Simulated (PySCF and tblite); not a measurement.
The numbers below are computed, except where a source is named.
System: C5H7FO2, numbered as in [CH3:1][C:2](=[O:3])/[C:4]([F:5])=[C:6](/[CH3:7])[OH:8].

For the rotation about the C6–O8 bond (torsion C4–C6–O8–H from 0° to 180°, rising): electronic barrier 18.15 kcal/mol, zero-point change -0.69 kcal/mol, thermal and entropy terms at 250 K a further -0.05 kcal/mol (symmetry numbers apart). The minimum is Cs, the saddle C1. The path came from a restrained scan, a climbing-image band and a saddle search at GFN2-xTB; energies are B3LYP/pcSseg-1 + D3(BJ)//GFN2-xTB, thermal terms GFN2-xTB. Rate constants are transition-state-theory values, counting equivalent paths, without tunnelling. (PySCF 2.14 with density fitting, tblite 0.8.)

How many equivalent paths lead out of the minimum?

2: the symmetry number of the minimum is 1, that of the saddle displaced along its mode 1, and the displaced saddle is chiral while the minimum is not, which doubles the count.

Work out the rate at 250 K.

ΔG‡ = 17.41 kcal/mol; k_B T/h = 5.2×10¹² s⁻¹; exp(−ΔG‡/RT) = 6×10⁻¹⁶; times 2 gives k = 0.0063 s⁻¹. Wigner's tunnelling factor for the 520i cm⁻¹ mode would be 1.37.
